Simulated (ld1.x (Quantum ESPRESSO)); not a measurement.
Reading a pseudo-wave (N)

Columns: radius, all-electron u(r) and pseudo u(r) of the 2p shell (level -7.20 eV) of nitrogen in the configuration [He] 2s1.75 2p3.25; PBE, non-relativistic, PAW scheme, ld1.x (Quantum ESPRESSO) 7.5.

```
r (bohr)  all-electron  pseudo
   0.082        0.0519  0.0109
   0.165        0.1615  0.0435
   0.248        0.2855  0.0955
   0.330        0.4020  0.1626
   0.413        0.5049  0.2419
   0.495        0.5890  0.3266
   0.578        0.6569  0.4136
   0.660        0.7079  0.4959
   0.742        0.7440  0.5703
   0.825        0.7673  0.6341
   0.908        0.7792  0.6841
   0.990        0.7817  0.7188
   1.072        0.7767  0.7391
   1.155        0.7656  0.7461
   1.238        0.7499  0.7417
   1.320        0.7308  0.7284
   1.402        0.7092  0.7091
   1.485        0.6854  0.6857
   1.568        0.6604  0.6605
   1.650        0.6349  0.6349
   1.733        0.6088  0.6088
   1.815        0.5829  0.5829
   1.898        0.5569  0.5569
   1.980        0.5317  0.5317
   2.062        0.5069  0.5069
   2.145        0.4825  0.4825
```

Q: How many radial nodes do the two functions have?

A: The all-electron 2p function has n − l − 1 = 0; the pseudo-wave has 0.

Q: At about which radius was the pseudo-wave matched?

A: 1.65 bohr. The columns agree to 0.0005 from 1.40 bohr on; several derivatives are matched, so the curves merge somewhat inside the radius.

Q: Is the pseudo-wave norm-conserving?

A: No, it belongs to a PAW set: the norm inside the radius is not constrained, and the difference is carried by the augmentation charge.
